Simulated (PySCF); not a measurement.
**Relaxation of quintet HCoO**

Level of theory: UPBE0/[Co def2-TZVP, O def2-TZVP, H def2-TZVP], no relativity, density fitting, PySCF. A (50,194) grid was used.

A hand-made linear start, of C∞v symmetry, held to at least that symmetry:

```xyz
3
charge 0 multiplicity 5, angstrom
Co    0.0000    0.0000    0.3180
O     0.0000    0.0000   -1.2820
H     0.0000    0.0000    1.7480
```

At each step, columns x, y, z (Å) and Fx, Fy, Fz (eV/Å):

```
step 0  E − E(last) = 25.59 kJ/mol
Co   0.000   0.000   0.318   0.000   0.000  -1.455
O    0.000   0.000  -1.282   0.000   0.000  -1.634
H    0.000   0.000   1.748   0.000   0.000   3.089
step 1  E − E(last) = 6.25 kJ/mol
Co   0.000   0.000   0.305   0.000   0.000  -1.383
O    0.000   0.000  -1.334   0.000   0.000  -0.029
H    0.000   0.000   1.812   0.000   0.000   1.413
step 2  E − E(last) = 0.87 kJ/mol
Co   0.000   0.000   0.286   0.000   0.000  -0.657
O    0.000   0.000  -1.356   0.000   0.000   0.205
H    0.000   0.000   1.854   0.000   0.000   0.452
step 3  E − E(last) = 0.04 kJ/mol
Co   0.000   0.000   0.274   0.000   0.000  -0.176
O    0.000   0.000  -1.362   0.000   0.000   0.097
H    0.000   0.000   1.872   0.000   0.000   0.079
step 4  E − E(last) = 0.00 kJ/mol
Co   0.000   0.000   0.271   0.000   0.000  -0.020
O    0.000   0.000  -1.363   0.000   0.000   0.018
H    0.000   0.000   1.876   0.000   0.000   0.002
step 5  E − E(last) = 0.00 kJ/mol
Co   0.000   0.000   0.271   0.000   0.000   0.000
O    0.000   0.000  -1.363   0.000   0.000   0.001
H    0.000   0.000   1.876   0.000   0.000  -0.001
```

It ends at C∞v with Co–H 1.605 Å, Co–O 1.633 Å; H–Co–O 180.0°. A frequency run shows 2 imaginary modes (one degenerate set), down to 137i cm⁻¹, so it is a higher-order saddle point. Other isomers or separated fragments may lie lower.

Open d and f shells are described by one determinant, and the ground state may have another occupation or spin.

The relaxation took 4.1 s on 2 threads of a shared AMD EPYC 9R45 96-Core (Zen 5) host, with 82 basis functions and 6 gradients; the process peaked at 0.47 GiB.
